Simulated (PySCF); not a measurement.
Molecule: SMILES C[C@H]1[C@@H]2CC[C@H]1C2, C7H12.

Bonds (- single, = double, # triple, : aromatic): C1-C2, C2-C3, C3-C4, C4-C5, C5-C6, C6-C7, C6-C2, C7-C3. C1 carries H8, H9, H10; C2 carries H11; C3 carries H12; C4 carries H13, H14; C5 carries H15, H16; C6 carries H17; C7 carries H18, H19. Stereochemistry as in C[C@H]1[C@@H]2CC[C@H]1C2. H13, H15, H18 are cis to C1 on the ring; H14, H16, H19 are trans to C1 on the ring.

Frames of a GFN2-xTB Langevin trajectory at 600 K; GIAO PBE0/pcSseg-1 shieldings in PySCF 2.14.0 with density-fitted response routines, gas phase, non-relativistic; equivalent atoms averaged within each frame.

δ = σ(ref) − σ, references computed at the same level: ¹³C (186.93 ppm), ¹H (31.72 ppm) vs TMS. The references are static minima.

**Question.** How do the shifts (ppm) fluctuate along the trajectory?

**Answer.** 
```
         time (fs)    C2  C3/C6  C4/C5    C7    C1  H12/H17    H11  H14/H16   H18  H13/H15
optimised geometry  48.6   44.2   30.8  36.1  15.2     2.01   1.35     1.69  2.12     1.67
               250  65.0   54.8   35.5  30.7  12.7     4.04   3.30     2.67  2.26     2.12
               425  57.7   42.6   30.4  39.1  23.6     1.87   2.41     1.87  1.97     2.16
               625  56.8   46.6   32.1  33.8  15.4     2.55   2.91     1.62  3.18     1.98
               800  63.4   49.5   35.8  49.8  20.6     2.12   3.44     3.10  2.64     2.60
              1000  49.3   46.1   30.7  34.5   7.7     1.89  -0.41     0.86  2.25     2.05
    mean of frames  58.4   47.9   32.9  37.6  16.0     2.49   2.33     2.02  2.46     2.18
standard deviation   6.2    4.5    2.6   7.4   6.3     0.91   1.58     0.88  0.47     0.25
```

5 frames give an uncertainty of the mean of about the standard deviation over 2.2 at best, since frames this close in time may not be independent; classical motion lacks zero-point vibration, and the reference would need the same averaging.
